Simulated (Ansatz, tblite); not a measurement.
Forces on the cluster Rb5H4⁺ at its PBE-D4/def2-SVP geometry. Total charge 1; singlet.

In the def2 sets Rb takes a core potential; there is no spin–orbit coupling. The xTB rows come from tblite. The structure comes from a short search, and lower isomers may exist.

GFN1-xTB (tblite), largest force 0.25 eV/Å:

```xyz
9
positions Å, forces eV/Å
Rb   -1.198   -0.212   -0.269    0.244    0.043    0.055
Rb    0.471    2.836   -2.392   -0.046   -0.139    0.109
Rb   -0.619    2.469    2.740    0.006   -0.122   -0.136
Rb    0.333   -2.694    2.573   -0.039    0.125   -0.128
Rb    1.422   -2.327   -2.559   -0.091    0.107    0.117
H     0.385   -2.622   -0.106   -0.023    0.016   -0.004
H    -0.660   -0.205    2.568   -0.014   -0.002   -0.024
H     0.440    0.166   -2.618   -0.022   -0.005    0.016
H    -0.575    2.589    0.063   -0.016   -0.023   -0.005
```

GFN2-xTB (tblite), largest force 0.37 eV/Å:

```
Rb 0.237 0.042 0.053
Rb -0.157 -0.277 0.190
Rb -0.059 -0.244 -0.273
Rb -0.145 0.223 -0.258
Rb -0.243 0.190 0.205
H 0.072 0.112 0.023
H 0.114 0.024 -0.076
H 0.073 0.010 0.118
H 0.107 -0.081 0.017
```

PBE-D4/def2-TZVP (Ansatz), largest force 0.02 eV/Å:

```
Rb -0.016 -0.003 -0.004
Rb 0.001 0.000 0.000
Rb 0.001 0.000 0.000
Rb 0.001 0.000 0.000
Rb 0.001 0.000 0.000
H 0.002 0.001 0.000
H 0.005 0.001 -0.001
H 0.004 0.001 0.003
H 0.002 -0.001 0.000
```
